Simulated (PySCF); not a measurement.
A GIAO shielding run with PySCF 2.14 (density fitting, non-relativistic, gas phase) on `[SiH3][C@]1(Cl)[C@H](CC)C1`, C$_{5}$H$_{11}$ClSi:

```
$ OMP_NUM_THREADS=1 python probes_run.py task.json out

{"job": {"kind": "nmr", "xc": "PBE0", "basis": "pcSseg-1"}, "charge": 0, "multiplicity": 1}
C     -2.496814    -0.417783     0.169725
C     -1.053433    -0.251924     0.637551
C     -0.292187     0.676367    -0.278941
C      0.431762     0.153899    -1.481254
C      1.207855     0.691633    -0.313855
Si     2.371634    -0.350538     0.755212
Cl     1.934986     2.297851    -0.556516
H     -3.012294     0.540009     0.173803
H     -2.523524    -0.816629    -0.841721
H     -3.033212    -1.098757     0.825809
H     -0.564462    -1.226834     0.661667
H     -1.043339     0.152474     1.652745
H     -0.771832     1.642380    -0.398546
H      0.458109    -0.914633    -1.639517
H      0.407646     0.730213    -2.393954
H      1.882000    -1.729919     0.802456
H      3.687426    -0.311055     0.122347
H      2.400918     0.239563     2.091331
```

Hardware: 1 thread of an Arm Neoverse V1, shared host. The job also computes population analyses, field gradients, ring-centre shieldings.

(1) How large is the calculation?

(2) How long does it take, and how much memory does it need?

Results:

(1) 72 electrons, 188 basis functions and 1019 auxiliary functions.

(2) 33 s of wall time, with 13 SCF cycles and 4 response iterations; peak memory 0.84 GiB. Times on a shared host scatter by some tens of per cent.
